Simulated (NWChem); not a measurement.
Species: C$_{4}$H$_{7}$N; SMILES N1CC(=C)C1

```xyz
12

C      0.0614     1.9363     0.0000
C     -0.0234     0.6119     0.0000
C     -0.0562    -0.4719     1.0660
N      0.1918    -1.4851     0.0000
C     -0.0562    -0.4719    -1.0660
H      0.0975     2.5054     0.9259
H      0.0975     2.5054    -0.9259
H      0.7240    -0.4375     1.8376
H     -1.0333    -0.5563     1.5683
H     -0.4734    -2.2544     0.0000
H     -1.0333    -0.5563    -1.5683
H      0.7240    -0.4375    -1.8376
```
Atoms are numbered in this order, from 1.

Computed with NWChem. Geometry: optimised at B3LYP/6-31G* (spherical d). Level SCAN/def2-SVP: energy and gradient on several grids; changes count from the extra-fine grid, which is no exact limit either.

| grid | size of the energy change (μHa) | largest change of a gradient component (μHa/bohr) | time, medium = 1 (rough) |
|---|---|---|---|
| xcoarse | 1000 | 9000 | about 1 |
| coarse | 10000 | 2000 | about 1 |
| medium | 9000 | 700 | about 1 |
| fine | 2000 | 1000 | about 1 |
| xfine | < 10 | < 30 | 3 |
